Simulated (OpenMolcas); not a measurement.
# B: thermal populations, worked from levels

```json
{
 "Program": "OpenMolcas 26.06",
 "Basis": "ANO-RCC-VTZP [4s3p2d1f]",
 "Scalar Hamiltonian": "DKH2, point nucleus",
 "Active space": "3 electrons in 9 orbitals (RAS2 2s 2p; RAS3 3d, at most 2 electrons)",
 "State averaging": "2S+1 = 4 odd, 1 root (0 in the spin-orbit step); 2S+1 = 2 odd, 3 roots; 2S+1 = 4 even, 3 roots; 2S+1 = 2 even, 5 roots",
 "Spin-orbit coupling": "RASSI with atomic mean-field integrals over the reference wave functions, term energies averaged over their components"
}
```

Methods: RASSCF; SS-RASPT2, IPEA 0.25 Eh, imaginary shift 0.1 Eh (closed shells correlated: 1s). Measured levels: NIST Handbook of Basic Atomic Spectroscopic Data.

**Thermal populations.** Z = Σ (2J + 1) exp(-E/kT) with k = 0.695035 cm-1/K, over the levels below. No other level of either list lies under 40000 cm-1, which is above 7 kT at each temperature.

| Level | 2J + 1 | SS-RASPT2 | measured |
| --- | --- | --- | --- |
| 2s² 2p ²P°_1/2 | 2 | 0.0 | 0.0 |
| 2s² 2p ²P°_3/2 | 4 | 14.5 | 15.3 |
| 2s 2p² ⁴P_1/2 | 2 | 28130 | 28870 |
| 2s 2p² ⁴P_3/2 | 4 | 28140 | 28875 |
| 2s 2p² ⁴P_5/2 | 6 | 28150 | 28881 |

```csv
T (K),"Z, SS-RASPT2","Z, measured levels","Ground level (%), SS-RASPT2","Ground level (%), measured levels"
3000,5.972,5.971,33.5,33.5
5000,5.987,5.985,33.4,33.4
8000,6.066,6.056,33.0,33.0
```

At 8000 K, kT = 5560 cm-1, and the computed levels give Z = 2.000 + 3.990 + 0.013 + 0.025 + 0.038 = 6.066.

CASPT2 does not keep the components of a term degenerate, so their means are used; among the terms shown or strongly mixed into the levels shown the widest spread is 10 cm-1 (2s² 2p ²P°, SS-RASPT2). Active for correlation alone: 3d; no level in the range computed is led by a configuration that fills it, so any true level of that kind is missing. Without dynamic correlation excited terms often stand tens of per cent too high (terms of higher spin than the ground term too low), and those without a measured partner can miss by more than the paired ones (holds for RASSCF). Computed and measured levels are paired by configuration, term and J; levels that our copy of the source lacks, or whose pairing is in doubt (as where it misses far off the trend of its configuration), stay unpaired and out of the deviations. Levels of configurations outside the active space are missing.

° marks odd parity.
